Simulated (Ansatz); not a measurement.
A nudged elastic band was laid between two geometries of C₂H₈O₂Si (13 atoms, charge 0, multiplicity 1).

Computed with RKS PBE-D4/cc-pVDZ (Ansatz).

```
movable images  : 7
climbing image  : yes
spring          : 5.0 eV/Å²
optimiser       : quadratic models (default)
start path      : through a guess of the saddle point
force threshold : 0.05 eV/Å
iteration limit : 60
end points      : relaxed
```

First end point:

```xyz
13
Properties=species:S:1:pos:R:3
O -1.171 1.242 0.119
C -0.955 0.042 0.892
C 0.528 -0.310 0.800
Si 1.096 -0.564 -1.007
O 0.701 0.818 -1.916
H -2.133 1.408 0.095
H -1.264 0.212 1.950
H -1.571 -0.801 0.495
H 0.724 -1.238 1.379
H 1.134 0.498 1.264
H 0.402 -1.807 -1.535
H 2.589 -0.770 -1.078
H -0.060 1.234 -1.441
```

Last end point:

```xyz
13
Properties=species:S:1:pos:R:3
O -1.149 1.028 -0.060
C -0.889 0.029 0.982
C 0.585 -0.325 0.904
Si 1.066 -1.300 -0.747
O 0.614 0.398 -1.856
H -2.116 1.110 -0.171
H -1.184 0.474 1.960
H -1.519 -0.873 0.798
H 0.825 -1.021 1.740
H 1.195 0.589 1.075
H 0.173 0.031 -2.649
H 2.572 -0.933 -0.680
H -0.152 0.757 -1.280
```

Q: What changes between the two ends?

A: Bonds broken: Si4–H11. Bonds formed: O5–H11.

Q: Give the energies along the band, and the barrier.

A: The forces met the threshold. The highest image is number 4 of 0 to 8, 2.69 eV above the first end and 0.87 eV above the last; the last end lies 1.83 eV above the first. Neighbouring images differ by up to 1.3 eV, so the band resolves the path poorly. A vibrational analysis at the climbing image gives one clearly imaginary mode, 1250i cm⁻¹: a first-order saddle point. The orbitals stay closed-shell, which can raise the energy where a bond breaks towards radicals; this wasn't checked here.

```csv
image,path coordinate (Å),energy (eV),Si4–H11 (Å),O5–H11 (Å)
0,0.00,0.00,1.52,2.67
1,0.48,0.01,1.52,2.64
2,0.95,0.39,1.51,2.33
3,1.43,1.66,1.51,1.85
4,1.90,2.69,1.62,1.35
5,2.25,2.20,1.89,1.04
6,2.61,1.91,2.24,0.98
7,2.96,1.83,2.46,0.98
8,3.31,1.83,2.49,0.98
```

Q: What is the geometry of the highest image?

A: 
```xyz
13
Properties=species:S:1:pos:R:3:forces:R:3
O -1.126 1.160 0.048 0.00 -0.01 0.00
C -0.933 0.023 0.923 0.00 -0.01 0.00
C 0.549 -0.338 0.886 -0.02 -0.01 0.00
Si 1.130 -0.954 -0.847 0.00 0.02 0.00
O 0.644 0.560 -1.970 0.01 -0.01 0.01
H -2.088 1.312 -0.034 0.00 0.00 0.00
H -1.262 0.289 1.955 0.00 0.00 -0.01
H -1.549 -0.844 0.581 0.01 0.01 0.01
H 0.750 -1.138 1.632 0.00 0.00 0.00
H 1.154 0.545 1.189 0.00 0.00 0.00
H 0.185 -0.699 -2.136 0.00 0.00 -0.01
H 2.656 -0.905 -0.800 0.00 -0.01 0.00
H -0.089 0.955 -1.413 0.00 0.00 0.00
```

The run took 2.8 min on 2 threads of Arm Neoverse V2, with other jobs on the host, peak memory 0.16 GiB.
